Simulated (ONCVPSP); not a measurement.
**bromine, ONCV: configuration errors across variants**

ONCVPSP 4.0.1 input, shortened (lines: element, Z, core and valence counts, functional; n l f; lmax; l rc ep ncon nbas qcut; lloc lpopt rc5 dvloc0; l nproj debl; icmod fcfact rcfact), PBE, fully relativistic:

```
  Br 35.00    3    5        4      upf
    1    0    2.00
    2    0    2.00
    2    1    6.00
    3    0    2.00
    3    1    6.00
    3    2   10.00
    4    0    2.00
    4    1    5.00
    2
    0    0.90    0.00    4    9   16.70
    1    1.10    0.00    5    9   12.50
    2    0.60    0.00    4    9   21.10
    4    5    0.55    3.00
    0    2    1.30
    1    2    2.50
    2    1    2.40
    0    0.00    0.00
```

Open shells are filled in proportion to 2j + 1.

All-electron excitation energies from the reference (eV): (1) 3s2 3p6 3d10 4s2 4p4 12.560; (2) 3s2 3p6 3d10 4s2 4p3 35.327; (3) 3s2 3p6 3d10 4s2 4p2 69.317; (4) 3s2 3p6 3d9 4s2 4p6 64.290.

Errors AE − PS in meV (a dash: test not solved or not reliable):

```csv
change,(1),(2),(3),(4),bound ghosts,GHOST(+) flags above zero
base,-1.5,-3.2,-4.6,+26,none,p3/2
p: qcut 7.4,+0.8,+2.2,+4.8,-28,none,"p3/2, p1/2"
p: qcut 10,+0.8,+2.1,+4.4,+7.8,none,none
p: qcut 11.5,+0.6,+1.7,+3.6,+21,none,none
p: qcut 13,+0.9,+2.4,+4.8,+28,none,p3/2
p: qcut 14.5,+1.1,+2.9,+5.5,+32,none,none
p: qcut 16.7,+1.0,+2.7,+5.1,+34,none,none
```

(1) Give the same row for: p: qcut 18.7.

Results:

(1) +1.3, +3.2, +6.1, +32; bound ghosts: none; GHOST(+) flags above zero: none.
